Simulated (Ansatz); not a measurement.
Ansatz (a first-principles code) input:

Ansatz 0.2 input:
```yaml
crystal:
  periodic: [false, false, false]
  atoms:
    - {symbol: Ta, position_ang: [0.10912941, -0.22170899, 0.09238721]}
    - {symbol: O, position_ang: [1.87134215, -0.33467951, -0.07790594]}
    - {symbol: O, position_ang: [-0.42859544, -0.72300836, 1.70691711]}
    - {symbol: Cl, position_ang: [-1.14755414, 1.44977994, -1.16331506]}
basis:
  gaussian:
    orbitals: def2-TZVP
hamiltonian:
  xc: b3lyp
  dispersion: d3bj
total_charge: -1
magnetization: {spin_polarized: true, initial_magnetization: 1}
phonons: {temperatures: {t_min: 298.15, t_max: 298.15, t_step: 100}}
```

Task: Which total energy does the run end on?

Result: -668.02750 Eh (B3LYP-D3(BJ)/def2-TZVP). The basis has 139 functions.

The spin state was set by rule; other spins were not relaxed.
